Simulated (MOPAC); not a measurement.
Input for MOPAC: PM6 on CH5Cl (a complex), monomers drawn apart or pushed together.

```
PM6 1SCF PRECISE CHARGE=0 THREADS=1
CH5Cl

C     -0.26932197 1     1.08040423 1    -0.42773151 1
Cl    -0.15216577 1    -0.70344389 1    -0.26954953 1
H     -1.19973286 1     1.31737333 1    -0.93468570 1
H     -0.25586036 1     1.51169137 1     0.56865453 1
H      0.58093530 1     1.42792704 1    -1.00660750 1
H     -0.10445974 1     0.37639021 1     2.95041215 1
H     -0.09739335 1    -0.07954314 1     2.36122614 1
```

It printed:

```
*******************************************************************************
 **                                                                           **
 **                              MOPAC v23.2.5                                **
 **                                                                           **
 *******************************************************************************
 ** MOPAC's Digital Object Identifier: https://doi.org/10.5281/zenodo.6511958 **
 **                                                                           **
 ** Please cite the open-source release paper for use of this MOPAC version:  **
 ** J. E. Moussa and J. J. P. Stewart (2026)                                  **
 ** MOPAC: An open-source semiempirical molecular orbital program             **
 ** J. Open Source Softw., 11(119), 8025, https://doi.org/10.21105/joss.08025 **
 *******************************************************************************

                              PM6 CALCULATION RESULTS

 *******************************************************************************
 *  PM6        - The PM6 Hamiltonian to be used
 *
 *
 *
 *                 CHARGE ON SYSTEM = 0
 *
 *
 *
 *  PRECISE    - TIGHTER CRITERIA TO BE USED
 *  1SCF       - DO 1 SCF AND THEN STOP
 *  THREADS=1  - MULTI-THREADING NOT USED
 *  T=         - A TIME OF 172800.0 SECONDS REQUESTED
 *  DUMP=N     - RESTART FILE WRITTEN EVERY 7200.0 SECONDS REQUESTED
 *******************************************************************************
PM6 1SCF PRECISE CHARGE=0 THREADS=1
 CH5Cl

   ATOM   CHEMICAL          X               Y               Z
  NUMBER   SYMBOL      (ANGSTROMS)     (ANGSTROMS)     (ANGSTROMS)

     1       C         -0.26932197  *   1.08040423  *  -0.42773151  *
     2      Cl         -0.15216577  *  -0.70344389  *  -0.26954953  *
     3       H         -1.19973286  *   1.31737333  *  -0.93468570  *
     4       H         -0.25586036  *   1.51169137  *   0.56865453  *
     5       H          0.58093530  *   1.42792704  *  -1.00660750  *
     6       H         -0.10445974  *   0.37639021  *   2.95041215  *
     7       H         -0.09739335  *  -0.07954314  *   2.36122614  *



          CARTESIAN COORDINATES

    NO.       ATOM           X           Y           Z

     1         C         -0.2693      1.0804     -0.4277
     2        Cl         -0.1522     -0.7034     -0.2695
     3         H         -1.1997      1.3174     -0.9347
     4         H         -0.2559      1.5117      0.5687
     5         H          0.5809      1.4279     -1.0066
     6         H         -0.1045      0.3764      2.9504
     7         H         -0.0974     -0.0795      2.3612

 General Reference for PM6:
 "Optimization of Parameters for Semiempirical Methods V: Modification of NDDO Approximations
 and Application to 70 Elements", J. J. P. Stewart, J. Mol. Mod., 13, 1173-1213 (2007)
 URL: https://link.springer.com/article/10.1007/s00894-007-0233-4

           Empirical Formula: C H5 Cl  =     7 atoms



      MOLECULAR POINT GROUP   :   Cs


      RHF CALCULATION, NO. OF DOUBLY OCCUPIED LEVELS = 8


 -------------------------------------------------------------------------------
 PM6 1SCF PRECISE CHARGE=0 THREADS=1
 CH5Cl



     1SCF WAS SPECIFIED, SO BFGS WAS NOT USED
     SCF FIELD WAS ACHIEVED


                              PM6 CALCULATION
                                                       MOPAC v23.2.5 Linux




          FINAL HEAT OF FORMATION =        -40.47025 KCAL/MOL =    -169.32753 KJ/MOL


          COSMO AREA              =         94.49 SQUARE ANGSTROMS
          COSMO VOLUME            =         73.92 CUBIC ANGSTROMS

          IONIZATION POTENTIAL    =         10.720670 EV
          HOMO LUMO ENERGIES (EV) =        -10.721  0.731
          NO. OF FILLED LEVELS    =          8
          MOLECULAR WEIGHT        =         52.5035         POINT GROUP:  Cs

          MOLECULAR DIMENSIONS (Angstroms)

            Atom       Atom       Distance
            H     6    H     5     4.15133
           Cl     2    H     4     2.35693
            H     3    H     5     1.74180


          SCF CALCULATIONS        =          1





   ATOM   CHEMICAL          X               Y               Z
  NUMBER   SYMBOL      (ANGSTROMS)     (ANGSTROMS)     (ANGSTROMS)

     1       C         -0.26932197  *   1.08040423  *  -0.42773151  *
     2      Cl         -0.15216577  *  -0.70344389  *  -0.26954953  *
     3       H         -1.19973286  *   1.31737333  *  -0.93468570  *
     4       H         -0.25586036  *   1.51169137  *   0.56865453  *
     5       H          0.58093530  *   1.42792704  *  -1.00660750  *
     6       H         -0.10445974  *   0.37639021  *   2.95041215  *
     7       H         -0.09739335  *  -0.07954314  *   2.36122614  *

                             CARTESIAN COORDINATES

   1    C       -0.269321970     1.080404230    -0.427731510
   2   Cl       -0.152165770    -0.703443890    -0.269549530
   3    H       -1.199732860     1.317373330    -0.934685700
   4    H       -0.255860360     1.511691370     0.568654530
   5    H        0.580935300     1.427927040    -1.006607500
   6    H       -0.104459740     0.376390210     2.950412150
   7    H       -0.097393350    -0.079543140     2.361226140


           Empirical Formula: C H5 Cl  =     7 atoms



      MOLECULAR POINT GROUP   :   Cs


                  EIGENVALUES
 -27.23824 -24.28443 -15.77109 -15.27754 -14.64388 -14.42097 -10.74056 -10.72067
   0.73126   5.02268   5.02322   5.65270   7.25021  89.07405  89.07605  89.09886
  89.45952  89.46708


              NET ATOMIC CHARGES AND DIPOLE CONTRIBUTIONS

  ATOM NO.   TYPE          CHARGE      No. of ELECS.   s-Pop       p-Pop       d-Pop
    1          C          -0.359603        4.3596     1.10949     3.25011
    2         Cl          -0.143745        7.1437     1.99066     5.14683     0.00625
    3          H           0.167416        0.8326     0.83258
    4          H           0.168394        0.8316     0.83161
    5          H           0.167415        0.8326     0.83259
    6          H          -0.009987        1.0100     1.00999
    7          H           0.010111        0.9899     0.98989
 DIPOLE           X         Y         Z       TOTAL
 POINT-CHG.    -0.134     2.028    -0.203     2.042
 HYBRID         0.008    -0.124     0.007     0.124
 SUM           -0.126     1.904    -0.196     1.918


          ATOMIC ORBITAL ELECTRON POPULATIONS

     Atom    s        px        py        pz      x^2-y^2     xz        z^2       yz        xy
    1  C   1.10949   1.18198   0.88616   1.18197
    2 Cl   1.99066   1.99332   1.16411   1.98939   0.00267   0.00004   0.00108   0.00129   0.00118
    3  H   0.83258
    4  H   0.83161
    5  H   0.83259
    6  H   1.00999
    7  H   0.98989

 **********************
 *                    *
 * JOB ENDED NORMALLY *
 *                    *
 **********************




 == MOPAC DONE ==
```

The run finished.

Cost: roughly 0.03 core-seconds.
